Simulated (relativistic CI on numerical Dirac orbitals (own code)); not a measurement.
**Hyperfine structure of Mo⁴⁺, mass number 97**

Method of calculation: Dirac-Coulomb-Breit CI, KLI orbitals optimised for each configuration, model QED, valence Slater integrals scaled by 0.85, P86 correlation energy added to each configuration (own radial code, finite nucleus).

CI space (outside the closed core [Ar] 3d10 4s2): 4p⁶4d², 4p⁶4d5s, 4p⁶4d4f, 4p⁶4d5p, 4p⁵4d³, 4p⁶5s², 4p⁶4f², 4p⁶4d5d, 4p⁶4d6s, 4p⁶5s5p, 4p⁶4d6p, 4p⁶4d5f, 4p⁶4d6d, 4p⁶4d5g, 4p⁶5p². Double excitations out of closed p, d and f shells are left out; levels of such configurations are missing from the list, as are those of other unlisted configurations, and high levels can miss mixing partners.

Nuclear spin I = 5/2, μ = -0.9324 μN, Q = 0.255 b (tables of Stone and Pyykkö). The electronic factors are computed for point nuclear moments, without core polarisation; leaving it out makes A of s and p electrons in near-neutral atoms 20 to 40 % too small, and it can dominate for d and f shells.

```tsv
Level	E (cm⁻¹)	A (MHz)	B (MHz)
4p⁶4d² ³F2	0.0	-297.3	60.3
4p⁶4d² ³F3	1464.6	-185.2	67.9
4p⁶4d² ³F4	3143.3	-140.6	94.6
4p⁶4d² ¹D2	10548.8	-179.9	-86.1
4p⁶4d² ³P1	12146.3	6.613	64.8
4p⁶4d² ³P2	13617.5	-113	-122
4p⁶4d² ¹G4	16686.8	-188.4	370
4p⁶4d5s ³D1	97338.0	905.2	71.5
```

Levels with J = 0, under 50 % of one LS term, or S terms without an open s electron are left out. Small factors come from cancelling terms and can be off by tens of per cent or more.

At this charge configurations can still be misplaced by up to about 7 % of their energy. 54 of the 55 excited levels that our extract of the measured tables holds in this range could be paired (the sources list more); they are missed by 3760 cm⁻¹ on average and 8511 at most, and levels without a partner can miss by more.

Q: Give the hyperfine levels of 4p⁶4d² ³F2 relative to its centre of gravity.

A: With K = F(F + 1) − I(I + 1) − J(J + 1), E = AK/2 + B[¾K(K + 1) − I(I + 1)J(J + 1)]/[2I(2I − 1)J(2J − 1)]: F = 1/2: 2123, F = 3/2: 1650, F = 5/2: 876.8, F = 7/2: -174.3, F = 9/2: -1471 MHz.

LS names give the leading component of a level, which can be under half, so a name can repeat, a term be missing and a line seem to break the LS rules.
